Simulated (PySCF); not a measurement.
## Telling isomers of C₈H₇N apart by NMR

- σ from GIAO-PBE0/pcSseg-1
- GFN2-xTB geometry
- code: PySCF 2.14.0 with density-fitted response routines
- non-relativistic, one computed conformer, equivalent nuclei averaged, no solvent model

Shifts are taken against calculated references (same method and geometry level): ¹H (31.72 ppm), ¹³C (186.93 ppm) vs TMS. Where no couplings were computed, multiplicities follow the n + 1 count of equivalent neighbours, and m marks all less simple cases (inequivalent or close neighbours, rings, F or P nearby). Shifts are as computed. Against solution values, carbons near 30 ppm lie about +3 ppm off and those near 130 ppm about +5 ppm. Of 1211 compounds with measured shifts, 218 miss one by over three times the rms of a fit or turn the order of signals round; such compounds aren't used in these exercises.

(1) Tabulate the signals of `C=C1C=C(C)C(C#N)=C1`, `Cc1ccc(C#N)cc1` and their relative energies.

(2) What is the quickest way to tell C=C1C=C(C)C(C#N)=C1 from Cc1ccc(C#N)cc1?

Answers

(1) 
```json
{"SMILES": "C=C1C=C(C)C(C#N)=C1", "carbon types": "4×C 2×CH 1×CH2 1×CH3", "δC": "157.9, 153.3, 145.1, 137.0, 125.9, 125.7, 120.8, 17.1", "δH": "6.94 (s, 1H), 6.30 (m, 1H), 6.28 (m, 1H), 6.15 (s, 1H), 2.35 (s, 3H)", "E rel. (kcal/mol)": "32.5"}
{"SMILES": "Cc1ccc(C#N)cc1", "carbon types": "3×C 4×CH 1×CH3", "δC": "148.8, 140.0, 134.8, 124.7, 114.5, 24.5", "δH": "7.89 (d, 2H), 7.58 (d, 2H), 2.57 (s, 3H)", "E rel. (kcal/mol)": "0.0"}
```

Energies are electronic energies at PBE0/pcSseg-1 on these geometries, without zero-point or thermal terms, each for the one conformer computed, which needn't be the lowest.

(2) Count the carbon signals: 8 against 6. The first has a terminal =CH2 carbon at 137.0 ppm, the second an aromatic CH at 134.8 ppm. Their most deshielded carbons lie at 157.9 and 148.8 ppm. In the proton spectra the most deshielded non-exchanging signals are 6.94 (s, 1H) and 7.89 (d, 2H).
